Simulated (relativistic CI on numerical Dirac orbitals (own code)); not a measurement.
# Sensitivity of the levels of F+ to α

Method of calculation: Dirac-Coulomb-Breit CI, orbitals from a KLI potential per configuration, valence Slater integrals scaled by 0.85, P86 correlation energy added to each configuration, derivatives by finite differences, QED left out (own radial code, finite nucleus).

CI space (outside the closed core 1s2): 2s²2p⁴, 2s2p⁵, 2s²2p³3s, 2s²2p³3p, 2p⁶, 2s²2p³3d, 2s²2p²3s², 2s²2p²3s3p. Levels of other configurations are missing.

With x = (α/α₀)² − 1 an excitation energy changes as ω = ω₀ + qx; K = 2q/ω₀ is the relative enhancement. Terms are leading LS components, so labels can repeat.

Lowest level 2s²2p⁴ ³P2.

| Level | ω₀ (cm⁻¹) | q (cm⁻¹) |
| --- | --- | --- |
| 2s²2p⁴ ³P1 | 334.3 | 336.8 |
| 2s²2p⁴ ³P0 | 479.7 | 477.5 |
| 2s²2p⁴ ¹D2 | 19532.7 | 160.4 |
| 2s²2p⁴ ¹S0 | 38278.4 | 218.2 |
| 2s²2p³3s ⁵S°2 | 175796.8 | -53.37 |
| 2s2p⁵ ³P°2 | 177624.8 | 776.7 |
| 2s2p⁵ ³P°1 | 177925.7 | 1077 |
| 2s2p⁵ ³P°0 | 178091.4 | 1244 |
| 2s²2p³3s ³S°1 | 181536.4 | -44.9 |
| 2s²2p³3p ⁵P1 | 201777.7 | -0.5692 |
| 2s²2p³3p ⁵P2 | 201788.7 | 10.34 |
| 2s²2p³3p ⁵P3 | 201807.5 | 29.35 |
| 2s²2p³3p ³P1 | 206916.5 | 15.13 |

Correlation outside the listed configurations is missing or only estimated: errors of thousands of cm⁻¹ between configurations and terms are usual at this charge. Rates and lifetimes follow the computed energies and can be off by large factors. The fine structure of a lone outer electron comes out too small, for d and f at times inverted, and misplaced configurations move strength between like terms.

Q: Which transition from the lowest level has the largest |K|?

A: 2s²2p⁴ ³P1 at 334.3 cm⁻¹, K = 2.01.
